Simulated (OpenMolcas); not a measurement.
**Cu2+, Ag2+, Au2+: d9 down the group**

| Item | Value |
| --- | --- |
| Program | OpenMolcas |
| Method | SS-CASPT2, IPEA 0.25 Eh, imaginary shift 0.1 Eh |
| Basis | ANO-R2 |
| Scalar Hamiltonian | X2C, finite nucleus |
| Spin-orbit coupling | RASSI with atomic mean-field integrals over the reference wave functions, term energies averaged over their components |

Active space for each ion: 9 electrons in 5 orbitals (d); closed shells correlated by CASPT2: Cu2+ 3s 3p; Ag2+ 4s 4p; Au2+ 5s 5p.

Computed levels in cm-1 above 2D 5/2:

```
                               Level  Cu2+  Ag2+   Au2+
                              2D 3/2  2070  4420  12850
weight of 2D in the lowest level (%)   100   100    100
```

Measured, with the error of the calculation in %. Measured levels: Cu2+ from Sugar and Musgrove, J. Phys. Chem. Ref. Data 19, 527 (1990); Ag2+ from Moore, Atomic Energy Levels, vol. III, NSRDS-NBS 35 (1971 reprint of NBS Circular 467, 1958); Au2+ from Iglesias, J. Res. Natl. Bur. Stand. 64A, 481 (1960).

```tsv
Level	Cu2+	Ag2+	Au2+
2D 3/2	2072 (-0.2)	4607 (-4.0)	12694 (+1.3)
```

The fine-structure level 2D 3/2 changes by a factor of 6.21 from Cu2+ to Au2+.

CASPT2 breaks the degeneracy within a term, and the mean is taken; among the terms shown or strongly mixed into the levels shown the widest spread is 41 cm-1 (5d9 2D, Au2+). Computed and measured levels are paired by configuration, term and J; levels that our copy of the source lacks, or whose pairing is in doubt (as where it misses far off the trend of its configuration), stay unpaired and out of the deviations. Levels of configurations outside the active space are missing.
